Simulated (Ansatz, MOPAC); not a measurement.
System: BiF2 (charge +1, singlet). SMILES: [F][Bi+][F]
Structure (B3LYP-D3(BJ)/def2-TZVP (Ansatz, a program for electronic structure) minimum search):
```xyz
3

Bi     0.2024     0.0919     0.0717
F     -1.0953     0.6639    -1.2684
F     -0.7714    -1.5116     0.6075
```
Charge +1, spin multiplicity 1.

Wanted: vertical electron affinity to the doublet, in eV. Set-up: six Cartesian d functions in 6-31G* and its kin unless marked 5d; def2 sets with scalar-relativistic core potentials past Kr; UHF or UKS for open shells; spin-orbit terms left out; no dispersion term unless named; LANL2DZ with its own core potentials from Na on; each state is the SCF solution reached for its charge and spin. Ab initio and DFT rows: single points at B3LYP-D3(BJ) geometries (Ansatz). Semi-empirical rows: differences of heats of formation at the shared geometry for vertical values. The spin state of an ion or metal species was assumed, not searched.

```json
[
 {"species": "charge 0, doublet", "coefficient": "-1", "E at B3LYP/6-31G* with LANL2DZ past Ar (Ansatz), Eh": "-205.14272", "E at PBE/def2-TZVPD (Ansatz), Eh": "-414.30210", "heat of formation at PM6 (MOPAC), kcal/mol": "-10.93"},
 {"species": "charge 1, singlet", "coefficient": "+1", "E at B3LYP/6-31G* with LANL2DZ past Ar (Ansatz), Eh": "-204.84157", "E at PBE/def2-TZVPD (Ansatz), Eh": "-414.00241", "heat of formation at PM6 (MOPAC), kcal/mol": "213.21"}
]
```

 1 Eh = 27.2114 eV and 1 eV = 23.0605 kcal/mol.

Question: Compute it at each level from the table.

Answer: 
- B3LYP/6-31G* with LANL2DZ past Ar: the sum of coefficient times E is 0.30115 Eh, or 8.195 eV. Result: 8.19 eV.
- PBE/def2-TZVPD: the sum of coefficient times E is 0.29969 Eh, or 8.155 eV. Result: 8.15 eV.
- PM6: the sum of coefficient times heat of formation is 224.14 kcal/mol, or 9.72 eV.
